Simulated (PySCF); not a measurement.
## Bond curve of BeCd⁺

Set-up: Be def2-SVPD, Cd def2-SVPD with ECP28; scalar-relativistic core potentials (PySCF 2.14). Energies in eV from Be + Cd⁺ in their ground configurations at the same level. All curves are PBE0. state 1: ²Σ⁺ (doublet), unpaired electrons σ ↑; state 2: ⁴Π (quartet), unpaired electrons σ ↑↑, π ↑, a second solution, started from another occupation.

```
R (Å)  state 1  state 2
2.176   -1.570   2.7579
2.277   -1.755   2.5084
2.378   -1.857   2.3279
2.454   -1.893   2.2270
2.530   -1.903   2.1492
2.606   -1.893   2.0900
2.707   -1.855   2.0338
2.834   -1.782   1.9910
2.985   -1.674   1.9676
3.188   -1.517   1.9655
```

Task: Put a parabola through the three lowest points of the state 1 curve and estimate Re, k and ωe (reduced mass 8.351 u; 1 eV/Å² = 0.16022 mdyn/Å; ωe = 1302.8·√(k/μ) cm⁻¹).

Result: Through R = 2.454, 2.53, 2.606 Å the second-order coefficient is 1.73 eV/Å², so Re ≈ 2.530 Å, k ≈ 0.555 mdyn/Å and ωe ≈ 336 cm⁻¹. A polynomial fit of higher order to the unrounded PBE0 energies gives Re = 2.526 Å, k = 0.576 mdyn/Å, ωe = 342 cm⁻¹; anharmonicity and rounding make the difference.

The higher-order fit for each curve: state 1: Re = 2.526 Å, ωe = 342 cm⁻¹, De = 1.90 eV; state 2: Re = 3.098 Å, ωe = 137 cm⁻¹, minimum 1.96 eV above the ground-state fragments.

Spin–orbit coupling is left out. For an ion De counts to the pair picked by the measured ionisation energies or electron affinities, which need not be the lowest pair at this level. Counting both spins, an empty level lies below a filled one in some of these solutions, because spin and occupation are held. The state is the lowest determinant that a PBE0 search found; another state may lie lower at other levels.
